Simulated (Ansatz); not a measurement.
C3H7BO2, SMILES `CB(C)OC=O` at its PBE0-D4/def2-TZVP geometry, where that method's forces vanish. Charge 0, multiplicity 1.

```xyz
13

C    -0.4310   -1.2769    1.2810
B    -0.0470   -0.2363    0.1816
C     1.1794    0.7210    0.3067
O    -0.8586   -0.2587   -0.9558
C    -0.8953    0.6733   -1.9222
O    -0.6105    1.8232   -1.7963
H     0.2999   -2.0957    1.2601
H    -1.4233   -1.7113    1.1519
H    -0.3520   -0.8423    2.2820
H     0.8257    1.6817    0.7007
H     1.9212    0.3372    1.0103
H     1.6627    0.9548   -0.6438
H    -1.2711    0.2300   -2.8563
```

Question: What forces (eV/Å) does PBE-D4/def2-TZVPP give on these atoms in Ansatz 0.2.0? (An estimate is asked.)

Answer: Computed: 
```
C1  -0.015  0.083 -0.076
B2   0.163 -0.004  0.245
C3  -0.054 -0.107 -0.016
O4  -0.224 -0.574  0.208
C5  -0.204 -0.496 -0.447
O6   0.272  1.241  0.096
H7   0.133 -0.158  0.012
H8  -0.189 -0.097 -0.015
H9   0.022  0.064  0.197
H10 -0.055  0.189  0.071
H11  0.152 -0.061  0.141
H12  0.103  0.065 -0.178
H13 -0.103 -0.145 -0.236
```
